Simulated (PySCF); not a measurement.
Molfile (atoms numbered from 1):
```
C5H9F2
     RDKit          3D

 16 15  0  0  0  0  0  0  0  0999 V2000
    1.9844   -0.3044   -0.2200 C   0  0  0  0  0  0  0  0  0  0  0  0
    0.5845   -0.8726   -0.1143 C   0  0  0  0  0  0  0  0  0  0  0  0
   -0.5167    0.0397    0.0546 C   0  0  0  0  0  0  0  0  0  0  0  0
   -0.3156    1.4851    0.1308 C   0  0  0  0  0  0  0  0  0  0  0  0
   -1.4767    2.1627    0.2861 F   0  0  0  0  0  0  0  0  0  0  0  0
   -1.8859   -0.4649    0.1537 C   0  0  0  0  0  0  0  0  0  0  0  0
   -1.9432   -1.8126    0.0674 F   0  0  0  0  0  0  0  0  0  0  0  0
    2.2621    0.2448    0.6771 H   0  0  0  0  0  0  0  0  0  0  0  0
    2.6990   -1.1123   -0.3493 H   0  0  0  0  0  0  0  0  0  0  0  0
    2.0813    0.3656   -1.0717 H   0  0  0  0  0  0  0  0  0  0  0  0
    0.3494   -1.5217   -0.9785 H   0  0  0  0  0  0  0  0  0  0  0  0
    0.5178   -1.6255    0.6933 H   0  0  0  0  0  0  0  0  0  0  0  0
    0.3519    1.7485    0.9714 H   0  0  0  0  0  0  0  0  0  0  0  0
    0.1846    1.8620   -0.7799 H   0  0  0  0  0  0  0  0  0  0  0  0
   -2.3567   -0.1522    1.1042 H   0  0  0  0  0  0  0  0  0  0  0  0
   -2.5277   -0.0334   -0.6363 H   0  0  0  0  0  0  0  0  0  0  0  0
  1  2  1  0
  2  3  1  0
  3  4  1  0
  4  5  1  0
  3  6  1  0
  6  7  1  0
  1  8  1  0
  1  9  1  0
  1 10  1  0
  2 11  1  0
  2 12  1  0
  4 13  1  0
  4 14  1  0
  6 15  1  0
  6 16  1  0
M  CHG  1   3   1
M  END
```

Geometry: GFN2-xTB; GIAO shifts from PySCF 2.14.0 with density-fitted response routines, gas phase, non-relativistic, averaged over equivalent atoms.

At HSE06/6-31G* (116 basis functions, 21 s wall time on 1 thread of an Arm Neoverse V1, shared host):
```json
{"atoms": "C3", "δ (ppm)": "322.8"}
{"atoms": "C4/C6", "δ (ppm)": "93.3"}
{"atoms": "C2", "δ (ppm)": "51.9"}
{"atoms": "C1", "δ (ppm)": "9.6"}
{"atoms": "F5/F7", "δ (ppm)": "-201.2"}
{"atoms": "H13/H14/H15/H16", "δ (ppm)": "7.12"}
{"atoms": "H11/H12", "δ (ppm)": "5.09"}
{"atoms": "H8/H9/H10", "δ (ppm)": "1.80"}
```

References, each an isolated molecule treated in the same way: 13C (195.79 ppm), 1H (32.41 ppm) against TMS; CFCl3 for 19F (190.94 ppm).

Question: Estimate the result of repeating the calculation with PBE0/pcSseg-1.

Answer: 
| atoms | δ at PBE0/pcSseg-1 | change |
| --- | --- | --- |
| C3 | 344.1 | +21.3 |
| C4/C6 | 99.9 | +6.6 |
| C2 | 57.0 | +5.1 |
| C1 | 10.4 | +0.8 |
| F5/F7 | -218.1 | -16.9 |
| H13/H14/H15/H16 | 7.18 | +0.06 |
| H11/H12 | 5.11 | +0.02 |
| H8/H9/H10 | 1.87 | +0.07 |

Shifts are taken against calculated references (same method and geometry level): TMS for 13C (σ = 186.93 ppm), 1H (σ = 31.72 ppm); 19F (σ = 170.95 ppm) vs CFCl3.

The largest change is at C3 (carbocation centre). Cost: 164 basis functions, 20 s wall time on 1 thread of an Arm Neoverse V1, shared host. The order of the carbon signals is the same at both levels.

Unscaled 19F shifts against computed CFCl3 carry errors that often reach 10 to 50 ppm.
